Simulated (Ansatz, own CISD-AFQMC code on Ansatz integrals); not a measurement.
CH6Si2, SMILES `C=[SiH][SiH3]` (charge 0, multiplicity 1).

Z-matrix (Å, degrees):
```
Si
C 1 1.7070
H 2 1.0843 1 121.56
H 2 1.0844 3 115.45 1 -179.99
H 1 1.4842 2 119.83 3 180.00
Si 1 2.3211 5 118.65 2 179.95
H 6 1.4854 1 107.96 5 179.62
H 6 1.4871 7 109.59 1 120.70
H 6 1.4871 7 109.58 8 118.61
```
Charge 0, multiplicity 1.

Frozen-core energies in cc-pVDZ from Ansatz (a first-principles code) at a geometry from PBE0-D3(BJ)/def2-TZVP; the HF reference has <S^2> = 0.00 (restricted, and unstable towards unrestricted orbitals) and the T1 diagnostic is 0.014.

| level | energy (Ha) |
|---|---|
| HF | -619.15764 |
| MP2 | -619.50043 |
| CCSD | -619.55431 |

**Question.** Estimate the energies of CCSD(T), CCSDT, phaseless AFQMC, CISD trial (own CISD-AFQMC code on Ansatz integrals; ±0.39 mHa) and CCSDT(Q), and give each level's difference from CCSDT(Q).

**Answer.** 
```
level                                                                             energy (Ha)  difference from CCSDT(Q) (mHa)
--------------------------------------------------------------------------------  -----------  ------------------------------
MP2                                                                                -619.50043                           70.30
CCSD                                                                               -619.55431                           16.42
CCSD(T)                                                                            -619.56823                            2.50
CCSDT                                                                              -619.56974                            1.00
phaseless AFQMC, CISD trial (own CISD-AFQMC code on Ansatz integrals; ±0.39 mHa)   -619.56971                            1.02
CCSDT(Q)                                                                           -619.57074                            0.00
```
